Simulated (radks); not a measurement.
The numbers below are computed, except where a source is named.
Gd I, 64 electrons, occupied as [Xe] 4f7 5d1 6s2.

Code: a radial shooting solver on a logarithmic mesh with Libxc functionals. Model: scalar-relativistic Kohn-Sham, PBEsol, spin-unpolarised, spherical densities, finite nucleus; Fermi nuclear charge, rms radius 5.1569 fm; hard spherical wall at 4 bohr.

Energy parts (hartree):
total: -11265.4643
kinetic: 12098.8181
electron-nucleus: -27508.7836
Hartree: 4389.6084
exchange-correlation: -245.1071

Orbitals (lengths in bohr, moments of r in powers of bohr; r(max) is where P^2 peaks; r(90%) holds 90 % of the orbital's charge):
orbital	occ.	eigenvalue (hartree)	r(90%)	r(max)
1s	2	-1839.834	0.0396	0.01392
2s	2	-303.5099	0.144	0.07903
2p	6	-270.1181	0.134	0.06395
3s	2	-67.01016	0.359	0.2243
3p	6	-56.66305	0.364	0.2201
3d	10	-42.98604	0.345	0.1800
4s	2	-13.21414	0.794	0.5156
4p	6	-9.80219	0.851	0.5381
4d	10	-5.08081	0.956	0.5588
4f	7	0.01478	1.51	0.5672
5s	2	-1.50931	1.94	1.199
5p	6	-0.69835	2.32	1.364
5d	1	0.25022	2.95	1.913
5f	0	1.07380	3.29	2.692
6s	2	0.39744	3.27	2.669
6p	0	0.75704	3.35	2.840
7s	0	2.28106	3.51	3.290

The highest occupied level is 6s at 10.815 eV. The pressure on the wall is 169 GPa.
